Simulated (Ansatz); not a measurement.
Reaction (ligand exchange at the Si–F bond): `N[SiH](O)F` + HCl → `N[SiH](O)Cl` + H–F

Program: Ansatz. Geometries: PBE0-D4/def2-TZVP. ΔE: electronic, gas phase. CCSD(T)/CBS adds triple-zeta CCSD(T) − MP2 to the extrapolated MP2 energy (def2 sets, frozen cores). This one scheme is used for every species. Functionals use def2-TZVPP. B3LYP here is the variant with VWN-RPA as its local correlation; programs differ in this. Each species was taken in one conformer, which may not be the lowest.

CCSD(T)/CBS gives +47.5 kJ/mol.

Problem. Another level gave +51.1 kJ/mol. Which?
A. revPBE-D4/def2-TZVPP
B. B3LYP-D4/def2-TZVPP
C. PBE/def2-TZVPP
D. CAM-B3LYP-D4/def2-TZVPP

Solution. B. B3LYP-D4 51.1, CAM-B3LYP-D4 56.8, PBE 44.6, revPBE-D4 37.6 kJ/mol.

Problem. What do rigid-rotor, harmonic-oscillator terms from PBE0-D4/def2-TZVP frequencies (298.15 K, 1 bar) make of the CCSD(T)/CBS value? (An estimate is asked.)

Solution. Computed: ΔZPE = +3.5 kJ/mol, ΔH = +51.9 kJ/mol, ΔS = 0 J/(mol·K), ΔG = +51.9 kJ/mol.

Largest T1 diagnostic among the species: 0.011.

The D4 term adds −5.9 kJ/mol with B3LYP and −3.1 kJ/mol with PBE0; it sums over pairs of atoms, weighted by their polarisabilities, and B3LYP, whose exchange is more repulsive, gets the larger term. Leaving LDA and LC-ωPBE aside and taking each functional with its dispersion term where it has one, the values spread over 19.2 kJ/mol, from revPBE-D4 to CAM-B3LYP-D4. In def2-TZVPP, CCSD(T) changes the Hartree–Fock value by −11.1 kJ/mol (the triples alone add −2.6 kJ/mol) and MP2 by −17.1 kJ/mol.
